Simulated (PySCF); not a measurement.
Bromine: a sound run and one with changed settings

Sound run: Br+ [Ar] 3d10 4s2 4p4, Br(2+) [Ar] 3d10 4s2 4p3. Calculation: PySCF 2.14, in Sapporo-DKH3-DZP-2012; the spin-free X2C one-electron Hamiltonian (Gaussian nucleus). In the sound run the correlated levels freeze [Ar] 3d10. The sound run starts from symmetry-adapted Hartree-Fock orbitals and uses a fine grid where one is needed.

Changed run: initial guess sap, at most 50 SCF cycles, level shift 0.1 hartree.

| species | method | sound run (hartree) | changed run (hartree) | converged |
| --- | --- | --- | --- | --- |
| Br+ | UHF | -2603.95774 | -2603.95774 | yes |
| Br+ | LDA | -2601.97991 | -2601.97991 | yes |
| Br+ | PBE | -2605.37613 | -2605.37613 | yes |
| Br+ | MP2 | -2604.03409 | -2604.02833 | yes |
| Br+ | CCSD(T) | -2604.05077 | -2604.05077 | yes |
| Br(2+) | UHF | -2603.21414 | -2603.21414 | yes |
| Br(2+) | LDA | -2601.18336 | -2601.18336 | yes |
| Br(2+) | PBE | -2604.58980 | -2604.58980 | yes |
| Br(2+) | MP2 | -2603.27446 | -2603.26986 | yes |
| Br(2+) | CCSD(T) | -2603.28984 | -2603.28984 | yes |

Ionisation energy of Br+:

```json
{"method": "UHF", "sound run (eV)": "20.235", "changed run (eV)": "20.235"}
{"method": "LDA", "sound run (eV)": "21.675", "changed run (eV)": "21.675"}
{"method": "PBE", "sound run (eV)": "21.397", "changed run (eV)": "21.397"}
{"method": "MP2", "sound run (eV)": "20.671", "changed run (eV)": "20.639"}
{"method": "SCS-MP2", "sound run (eV)": "20.687", "changed run (eV)": "20.656"}
{"method": "CCSD", "sound run (eV)": "20.695", "changed run (eV)": "20.695"}
{"method": "CCSD(T)", "sound run (eV)": "20.706", "changed run (eV)": "20.706"}
```

A level shift leaves the converged SCF energy unchanged but raises the virtual orbital energies, which shrinks MP2 if it is not removed.

For comparison, NIST gives 21.591 eV between the lowest levels.
